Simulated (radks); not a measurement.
Task: The mean radii <r> (bohr) of the occupied orbitals of an atom or ion are listed with their occupations. Calculated with a radial shooting solver on a logarithmic mesh with Libxc functionals: scalar-relativistic Kohn-Sham, r2SCAN, spin-polarised, spherical densities, finite nucleus; meta-GGA in the generalised Kohn-Sham scheme; Fermi nuclear charge, rms radius of each element as measured or else 0.836 A^(1/3) + 0.57 fm.

orbital  occ.      <r>
1s up       1  0.02363
1s down     1  0.02363
2s up       1   0.1009
2s down     1   0.1009
2p up       3  0.08880
2p down     3  0.08877
3s up       1   0.2651
3s down     1   0.2650
3p up       3   0.2632
3p down     3   0.2630
3d up       5   0.2403
3d down     5   0.2403
4s up       1   0.5808
4s down     1   0.5814
4p up       3   0.6039
4p down     3   0.6049
4d up       5   0.6294
4d down     1   0.6310

Name the element and its charge. Open shells, if any, are filled with parallel spins first.

Result: Z = 60, neodymium, charge +18: Nd18+ in [Kr] 4d6. The 1s radius gives Z: for a bare nucleus <r> = (2 gamma + 1)/(2Z) with gamma = sqrt(1 - (Z/c)^2), 0.02332 bohr for Z = 60, and screening makes it slightly larger (0.02363 here). The occupations add up to 42, and the charge is Z minus that.
